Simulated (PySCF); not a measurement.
Several orderings of computed values.

Species are written as SMILES; each is one conformer at its optimised geometry, gas phase, non-relativistic unless stated. Electronic properties by PySCF.

Dipoles, sizes and rotational constants follow the conformer. The torsions of the flexible species, by atom-mapped SMILES:
- `[CH2:1]=[N:2][Si@:3]([NH2:4])([PH2:5])[CH2:6][C:7]#[N:8]`: C1–N2–Si3–N4 -142°, N2–Si3–C6–C7 54°, H–N4–Si3–N2 49°, H–N4–Si3–N2 -87°, H–P5–Si3–N2 -73°, H–P5–Si3–N2 20°
- `[CH3:1][C@:2]([F:3])([Cl:4])[CH2:5][CH2:6][SiH3:7]`: C1–C2–C5–C6 60°, C2–C5–C6–Si7 176°
- `[CH3:1][CH2:2][Si@:3]([CH3:4])([Cl:5])[CH2:6][F:7]`: C1–C2–Si3–C4 -58°, C2–Si3–C6–F7 -69°
- `[CH3:1][CH2:2][C@@:3]([CH3:4])([Cl:5])[SiH2:6][F:7]`: C1–C2–C3–C4 67°, C2–C3–Si6–F7 -38°
- `[CH3:1][CH2:2][CH2:3][Si@H:4]([F:5])[CH2:6][Cl:7]`: C1–C2–C3–Si4 -178°, C2–C3–Si4–F5 58°, C3–Si4–C6–Cl7 -61°
- `[CH3:1][Si:2]([CH3:3])([F:4])[CH2:5][CH2:6][Cl:7]`: C1–Si2–C5–C6 -64°, Si2–C5–C6–Cl7 180°
- `[CH2:1]=[CH:2][SiH2:3][C@@H:4]([Cl:5])[CH2:6][Cl:7]`: C1–C2–Si3–C4 -107°, C2–Si3–C4–Cl5 -72°, Si3–C4–C6–Cl7 57°
- `[N:1]#[C:2][Si:3]([NH2:4])([NH2:5])[C:6]#[N:7]`: H–N4–Si3–C2 -146°, H–N4–Si3–C2 61°, H–N5–Si3–C2 40°, H–N5–Si3–C2 -173°

(1) Rank by dipole moment, lowest first (wB97X-D/def2-SVPD at GFN2-xTB geometries).
A. `C=C1C=CC=CC=C1`
B. `[Si@](Cl)(CC)(C)CF`
C. `C=N[Si@](N)(P)CC#N`
D. `C[C@](F)(Cl)CC[SiH3]`

(2) By how much do the two ends of that ranking differ?

(3) Rank by HOMO–LUMO gap, lowest first (wB97X-D/def2-SVPD at GFN2-xTB geometries).
A. `CC[C@@](C)(Cl)[SiH2]F`
B. `C=C1C=CC=CC=C1`
C. `CCC[Si@H](F)CCl`
D. `C(C[Si@@](N)(P)N=C)#N`
E. `C[C@](F)(Cl)CC[SiH3]`

(4) Give the two extremes of that set in kcal/mol.

(5) Rank by lowest triplet excitation (Tamm–Dancoff), lowest first (TDA wB97X-D/def2-SVPD at GFN2-xTB geometries).
A. `C=N[Si@](N)(P)CC#N`
B. `CC[Si@](C)(Cl)CF`
C. `C=C1C=CC=CC=C1`
D. `F[Si](CCCl)(C)C`
E. `C[C@](F)(Cl)CC[SiH3]`
F. `CCC[Si@@H](CCl)F`

(6) Give the two extremes of that set in kJ/mol.

(7) Rank by smallest rotational constant, lowest first (GFN2-xTB).
A. `CC[C@@](C)(Cl)[SiH2]F`
B. `N#C[Si](N)(N)C#N`
C. `C=C1C=CC=CC=C1`
D. `ClC[C@H](Cl)[SiH2]C=C`

(8) Rank by HOMO energy, lowest first (wB97X-D/def2-SVPD at GFN2-xTB geometries).
A. `C=N[Si@](N)(P)CC#N`
B. `F[C@@](CC[SiH3])(C)Cl`
C. `CC[Si@](C)(Cl)CF`
D. `C1C=CC(C=CC=1)=C`

(9) Rank by electronic spatial extent ⟨r²⟩ about the centre of nuclear charge, lowest first (wB97X-D/def2-SVPD at GFN2-xTB geometries).
A. `CC[C@@](C)(Cl)[SiH2]F`
B. `C=N[Si@](N)(P)CC#N`
C. `CC[Si@](C)(Cl)CF`
D. `C[C@](F)(Cl)CC[SiH3]`
E. `C=C1C=CC=CC=C1`
F. `C[Si](C)(F)CCCl`

(10) By how much do the two ends of that ranking differ?

## Answers

(1) A (0.67 D), B (0.87 D), D (2.37 D), C (3.52 D).

(2) By 2.85 D, between `C=N[Si@](N)(P)CC#N` and `C=C1C=CC=CC=C1`.

(3) B (7.08 eV), D (9.59 eV), A (11.60 eV), C (11.76 eV), E (12.33 eV).

(4) `C=C1C=CC=CC=C1`: 163 kcal/mol; `C[C@](F)(Cl)CC[SiH3]`: 284 kcal/mol.

(5) C (1.90 eV), A (3.41 eV), F (6.22 eV), D (6.69 eV), E (6.84 eV), B (7.02 eV).

(6) `C=C1C=CC=CC=C1`: 183 kJ/mol; `CC[Si@](C)(Cl)CF`: 677 kJ/mol.

(7) D (0.796 GHz), A (1.160 GHz), C (1.317 GHz), B (1.438 GHz).

(8) B (-10.49 eV), C (-9.99 eV), A (-9.08 eV), D (-7.22 eV).

(9) E (910 bohr²), A (1175 bohr²), C (1292 bohr²), B (1403 bohr²), D (1538 bohr²), F (1640 bohr²).

(10) By 730 bohr², between `C[Si](C)(F)CCCl` and `C=C1C=CC=CC=C1`.
